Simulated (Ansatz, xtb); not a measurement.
**C4H4BNO2: which of two isomers lies lower**

We compare I, `Bc1cnc(C=O)o1`, a singlet, with II, `Bc1ocnc1C=O`, a singlet. Both are isolated molecules in the gas phase, relaxed with B3LYP-D3(BJ)/def2-SVP, each in the lowest conformer that the search found.

Q: Estimate which is lower in electronic energy at CCSD(T)/def2-SVP + ΔMP2/def2-TZVPP, and by roughly how much.

A: Too close to call at this level: CCSD(T)/def2-SVP + ΔMP2/def2-TZVPP gives E(II) − E(I) = −0.32 kcal/mol.

Level by level:

| level | geometry | E(II) − E(I) (kcal/mol) | departure from the last row (kcal/mol) | job, with rough time for the two |
| --- | --- | --- | --- | --- |
| GFN2-xTB | GFN2-xTB | −1.59 | −1.28 | optimisation, 0.35 s |
| HF/STO-3G | GFN2-xTB | −0.44 | −0.13 | single point, 1.6 s |
| r2SCAN-D4/def2-SVP | GFN2-xTB | −0.36 | −0.05 | single point, 9.6 s |
| B3LYP-D3(BJ)/def2-SVP | B3LYP-D3(BJ)/def2-SVP | −0.90 | −0.58 | optimisation, 2.1 min |
| HF/def2-SVP | B3LYP-D3(BJ)/def2-SVP | −1.34 | −1.02 | part of the CCSD(T) run |
| MP2/def2-SVP | B3LYP-D3(BJ)/def2-SVP | −0.94 | −0.63 | part of the CCSD(T) run |
| CCSD(T)/def2-SVP | B3LYP-D3(BJ)/def2-SVP | −1.33 | −1.01 | single point |
| CCSD(T)/def2-SVP + ΔMP2/def2-TZVPP | B3LYP-D3(BJ)/def2-SVP | −0.32 |  | single point, 2.9 min |

As drawn, both hold the same kinds of bond in the same numbers.

The largest departure from CCSD(T)/def2-SVP + ΔMP2/def2-TZVPP is that of GFN2-xTB, 1.28 kcal/mol. The last row adds to CCSD(T) the change of the MP2 difference between the two basis sets, here +1.01 kcal/mol.

With thermal terms from frequencies at re-optimised GFN2-xTB minima (ideal gas, soft modes damped towards free rotors, one conformer each, 298.15 K, 1 atm): the zero-point term adds −0.08 kcal/mol; ΔH is −0.29 and ΔG −0.63 kcal/mol.

The correlated steps freeze 8 core orbitals. Codes used: Ansatz 0.2.0, xtb 6.7.1; the last row on 2 threads of Intel(R) Xeon(R) Processor @ 2.50GHz (Skylake/Cascade Lake) on a shared host.
